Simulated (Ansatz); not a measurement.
Ansatz (a quantum-chemistry and plane-wave program) job for C4H4O2, SMILES Oc1ccco1, PBE0-D3(BJ)/def2-SVP. 

Ansatz 0.2 input:
```yaml
crystal:
  periodic: [false, false, false]
  atoms:
    - {symbol: O, position_ang: [0.13185307, 2.00664391, 0.00000000]}
    - {symbol: C, position_ang: [-0.03298663, 0.66557866, -0.00000000]}
    - {symbol: C, position_ang: [-1.14891824, -0.11635494, -0.00000000]}
    - {symbol: C, position_ang: [-0.66859811, -1.45330290, 0.00000000]}
    - {symbol: C, position_ang: [0.68443242, -1.37017579, 0.00000000]}
    - {symbol: O, position_ang: [1.08091589, -0.07390917, -0.00000000]}
    - {symbol: H, position_ang: [-0.73247622, 2.43148763, 0.00000000]}
    - {symbol: H, position_ang: [-2.16927459, 0.20793430, -0.00000000]}
    - {symbol: H, position_ang: [-1.26107744, -2.34472384, -0.00000000]}
    - {symbol: H, position_ang: [1.45709987, -2.11104622, -0.00000000]}
basis:
  gaussian:
    orbitals: def2-SVP
hamiltonian:
  xc: pbe0
  dispersion: d3bj
relax: {f_tol: 0.002, max_steps: 200}
```

Output:

```
WARN ansatz: RAYON_NUM_THREADS=1 ignored (pool sized by the plan → 1); use --threads N
Functional definition: PBE0
integrals: 0.06 GiB planned
1174 factors; integrals over basis functions are off by at most 3.8e-4 eV
mean field: 0.41 GiB planned
mean field evaluation 1: about -8284.8465 eV, gradient 5.1e1 eV
mean field evaluation 2: about -8283.3766 eV, gradient 5.7e1 eV
mean field evaluation 4: about -8290.7453 eV, gradient 3.4e0 eV
mean field evaluation 8: about -8290.8277 eV, gradient 4.8e-2 eV
mean field evaluation 16: about -8290.8277 eV, gradient 7.5e-6 eV
mean field -8290.82770437 eV, -304.6822984108 hartree, gradient 7.4e-6 eV, S^2 0.000000; 0 other end points of the search recorded, 0 dependent functions left out
the calculation of the forces begins
reference -8290.82772580 eV, -304.6822991984 hartree; 22, 22 occupied and 82, 82 virtual orbitals, 1174 factors
relax step   1: F+E_penalty+E_count = -8290.99838520 eV  Δ(F+E_penalty+E_count) = +0.000e0 eV  max|allowed force component| = 9.362e-1 eV/Å  Δτ_max = 0.0000 Å  (30 SCF iters, accepted)
these checks for a lower state are left out or cut short: starts, cluster_reference, orbital_swaps, neighbouring_geometries, increment
integrals: 0.06 GiB planned
1174 factors; integrals over basis functions are off by at most 3.9e-4 eV
mean field: 0.42 GiB planned
mean field -8290.86874369 eV, -304.6838065778 hartree, gradient 8.9e-6 eV, S^2 0.000000; 0 other end points of the search recorded, 0 dependent functions left out
the calculation of the forces begins
reference -8290.86876529 eV, -304.6838073717 hartree; 22, 22 occupied and 82, 82 virtual orbitals, 1174 factors
relax step   2: F+E_penalty+E_count = -8291.03977574 eV  Δ(F+E_penalty+E_count) = -4.139e-2 eV  max|allowed force component| = 3.814e-1 eV/Å  Δτ_max = 0.0249 Å  (33 SCF iters, accepted)
these checks for a lower state are left out or cut short: starts, cluster_reference, orbital_swaps, neighbouring_geometries, increment
integrals: 0.06 GiB planned
1174 factors; integrals over basis functions are off by at most 3.9e-4 eV
mean field: 0.41 GiB planned
mean field evaluation 32: about -8290.8754 eV, gradient 9.1e-6 eV
mean field -8290.87543646 eV, -304.6840525329 hartree, gradient 9.0e-6 eV, S^2 0.000000; 0 other end points of the search recorded, 0 dependent functions left out
the calculation of the forces begins
reference -8290.87545817 eV, -304.6840533304 hartree; 22, 22 occupied and 82, 82 virtual orbitals, 1174 factors
relax step   3: F+E_penalty+E_count = -8291.04672846 eV  Δ(F+E_penalty+E_count) = -6.953e-3 eV  max|allowed force component| = 5.540e-2 eV/Å  Δτ_max = 0.0171 Å  (33 SCF iters, accepted)
these checks for a lower state are left out or cut short: starts, cluster_reference, orbital_swaps, neighbouring_geometries, increment
integrals: 0.06 GiB planned
1174 factors; integrals over basis functions are off by at most 3.9e-4 eV
mean field: 0.42 GiB planned
mean field -8290.87567002 eV, -304.6840611158 hartree, gradient 2.2e-5 eV, S^2 0.000000; 0 other end points of the search recorded, 0 dependent functions left out
the calculation of the forces begins
reference -8290.87569174 eV, -304.6840619139 hartree; 22, 22 occupied and 82, 82 virtual orbitals, 1174 factors
relax step   4: F+E_penalty+E_count = -8291.04695627 eV  Δ(F+E_penalty+E_count) = -2.278e-4 eV  max|allowed force component| = 1.316e-2 eV/Å  Δτ_max = 0.0057 Å  (24 SCF iters, accepted)
these checks for a lower state are left out or cut short: starts, cluster_reference, orbital_swaps, neighbouring_geometries, increment
integrals: 0.06 GiB planned
1174 factors; integrals over basis functions are off by at most 3.9e-4 eV
mean field: 0.41 GiB planned
mean field -8290.87572288 eV, -304.6840630584 hartree, gradient 1.3e-5 eV, S^2 0.000000; 0 other end points of the search recorded, 0 dependent functions left out
the calculation of the forces begins
reference -8290.87574461 eV, -304.6840638569 hartree; 22, 22 occupied and 82, 82 virtual orbitals, 1174 factors
relax step   5: F+E_penalty+E_count = -8291.04699137 eV  Δ(F+E_penalty+E_count) = -3.510e-5 eV  max|allowed force component| = 1.937e-2 eV/Å  Δτ_max = 0.0041 Å  (25 SCF iters, accepted)
these checks for a lower state are left out or cut short: starts, cluster_reference, orbital_swaps, neighbouring_geometries, increment
integrals: 0.06 GiB planned
1174 factors; integrals over basis functions are off by at most 3.9e-4 eV
mean field: 0.42 GiB planned
mean field -8290.87571849 eV, -304.6840628970 hartree, gradient 3.8e-5 eV, S^2 0.000000; 0 other end points of the search recorded, 0 dependent functions left out
the calculation of the forces begins
reference -8290.87574021 eV, -304.6840636954 hartree; 22, 22 occupied and 82, 82 virtual orbitals, 1174 factors
relax step   6: F+E_penalty+E_count = -8291.04700029 eV  Δ(F+E_penalty+E_count) = -8.923e-6 eV  max|allowed force component| = 3.433e-3 eV/Å  Δτ_max = 0.0006 Å  (21 SCF iters, accepted)
these checks for a lower state are left out or cut short: starts, cluster_reference, orbital_swaps, neighbouring_geometries, increment
integrals: 0.06 GiB planned
1174 factors; integrals over basis functions are off by at most 3.9e-4 eV
mean field: 0.41 GiB planned
mean field -8290.87572338 eV, -304.6840630769 hartree, gradient 1.1e-5 eV, S^2 0.000000; 0 other end points of the search recorded, 0 dependent functions left out
the calculation of the forces begins
reference -8290.87574511 eV, -304.6840638753 hartree; 22, 22 occupied and 82, 82 virtual orbitals, 1174 factors
relax step   7: F+E_penalty+E_count = -8291.04700088 eV  Δ(F+E_penalty+E_count) = -5.847e-7 eV  max|allowed force component| = 5.051e-4 eV/Å  Δτ_max = 0.0002 Å  (20 SCF iters, accepted)
integrals: 0.06 GiB planned
1174 factors; integrals over basis functions are off by at most 3.9e-4 eV
mean field: 0.41 GiB planned
mean field evaluation 64: about -8290.7943 eV, gradient 3.4e0 eV
mean field -8290.87572338 eV, -304.6840630769 hartree, gradient 1.1e-5 eV, S^2 0.000000; 1 other end points of the search recorded, 0 dependent functions left out
the calculation of the forces begins
reference -8290.87574511 eV, -304.6840638753 hartree; 22, 22 occupied and 82, 82 virtual orbitals, 1174 factors
Total energy: -8291.04702260 eV, -304.6903582071 hartree
Atom 0 at     0.160520     1.989031     0.000000 Å, force    -0.000231    -0.000032    -0.000000 eV/Å
Atom 1 at    -0.054984     0.673932    -0.000000 Å, force     0.000054     0.000505     0.000000 eV/Å
Atom 2 at    -1.171668    -0.114991    -0.000000 Å, force     0.000245     0.000337    -0.000000 eV/Å
Atom 3 at    -0.671473    -1.460560    -0.000000 Å, force     0.000253    -0.000091    -0.000000 eV/Å
Atom 4 at     0.683641    -1.368842    -0.000000 Å, force     0.000207    -0.000307     0.000000 eV/Å
Atom 5 at     1.059553    -0.057908    -0.000000 Å, force    -0.000392    -0.000327    -0.000000 eV/Å
Atom 6 at    -0.690303     2.439063     0.000000 Å, force     0.000032     0.000054     0.000000 eV/Å
Atom 7 at    -2.207968     0.214095     0.000000 Å, force    -0.000022    -0.000056     0.000000 eV/Å
Atom 8 at    -1.257369    -2.377289     0.000000 Å, force    -0.000091    -0.000102     0.000000 eV/Å
Atom 9 at     1.491021    -2.094399     0.000000 Å, force    -0.000055     0.000019    -0.000000 eV/Å
Dipole moment:    -0.385710     0.077512    -0.000000 e Å
```

The run converged.
